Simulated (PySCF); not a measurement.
Al(F)(SeH)2 (AlFH₂Se₂), SMILES [F][Al]([SeH])[SeH]. Heavy atoms are numbered as in [Al:1]([F:2])([SeH:3])[SeH:5]. Hydrogens are named by the atom that carries them.

Geometry: PBE0-D3(BJ)/def2-SVP. Other conformers were not sampled.

Computed with PySCF with B3LYP/pcSseg-1.

GIAO shieldings, no solvent; atoms alike by connectivity are averaged. δ = σ(ref) − σ: ¹⁹F against CFCl3 (σ = 161.7 ppm); ⁷⁷Se against Me2Se (σ = 1647.9 ppm); ¹H against TMS (σ = 31.68 ppm), references at their B3LYP-D3(BJ)/def2-TZVP geometries, non-relativistic.

**Question.** Estimate the chemical shifts. (An estimate is asked for; the answer gives what the named calculation found.)

**Answer.** 
```json
[
 {"nucleus": "¹⁹F", "atoms": "F2", "count": "1", "δ (ppm)": "-137.5"},
 {"nucleus": "⁷⁷Se", "atoms": "Se3 (SeH)", "count": "2", "δ (ppm)": "-459.8"},
 {"nucleus": "¹H", "atoms": "H on Se3", "count": "2", "δ (ppm)": "0.14"}
]
```
